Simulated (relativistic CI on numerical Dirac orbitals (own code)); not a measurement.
## What each ingredient does to the levels of Pt37+

Base calculation: Dirac-Coulomb-Breit CI, KLI orbitals optimised for each configuration, model QED (radiative potential, 1s self-energy scaled to tabulated hydrogen-like ionisation energies), unscaled Slater integrals.

Configuration list (outside the closed core [Ar] 3d10): 4s2 4p6 4d5, 4s2 4p6 4d4 4f, 4s2 4p5 4d6, 4s 4p6 4d6, 4s2 4p5 4d5 4f, 4s 4p6 4d5 4f, 4s2 4p6 4d4 5s, 4s2 4p6 4d3 4f 5s, 4s2 4p6 4d4 5p, 4s2 4p6 4d4 5d, 4s2 4p5 4d5 5s, 4p6 4d6 4f, 4s2 4p6 4d4 5f, 4s2 4p6 4d3 5s 5p, 4s 4p6 4d4 4f 5s, 4s2 4p6 4d4 5g, 4s2 4p6 4d4 6s, 4p6 4d7, 4p5 4d8, 4p5 4d7 4f, 4s2 4p6 4d3 5s2, 4s2 4p6 4d2 4f 5s2, 4s2 4p5 4d3 4f 5s2, 4s 4p6 4d3 4f 5s2. Double excitations out of closed p, d and f shells are left out; levels of such configurations are missing from the list, as are those of other unlisted configurations, and high levels can miss mixing partners. These lack a partner that the ground configuration has and come out too high: 4s2 4p5 4d5 5s.

The lowest level and the first level of each name with at least 55 % of one term (blank where a level has no safe partner in the second run):

```
               Level  Base (cm⁻¹)  Shift (cm⁻¹)
  4s2 4p6 4d5 4P_5/2            0             0
  4s2 4p6 4d5 2D_3/2       296475         +3885
 4s2 4p6 4d5 2I_13/2       375758        +10245
  4s2 4p6 4d5 4D_1/2       377393         +7247
  4s2 4p6 4d5 2G_7/2       416861         +8676
  4s2 4p6 4d5 4F_5/2       426244         +7412
  4s2 4p6 4d5 2G_9/2       478936         +8546
  4s2 4p6 4d5 2P_3/2       533330         +7259
  4s2 4p6 4d5 2P_1/2       665433        +10872
4s2 4p5 4d6 4H°_13/2      1779657        +13891
4s2 4p5 4d6 4I°_15/2      1820379        +14735
```

At this charge energies of transitions that change n are usually good to better than 1 %, and those within a shell (Δn = 0) to a few per cent. Terms inside the open d or f shell come out 10 to 20 % too wide with unscaled integrals.

Task: One thing was changed in a second run, which moved the levels as shown. Which?
A. QED terms removed
B. only the first configuration
C. configuration mixing switched off
D. Breit term removed

Result: D. Breit term removed. The Breit term mainly narrows fine-structure intervals, so removing it widens them.

LS names give the leading component of a level, which can be under half, so a name can repeat, a term be missing and a line seem to break the LS rules.
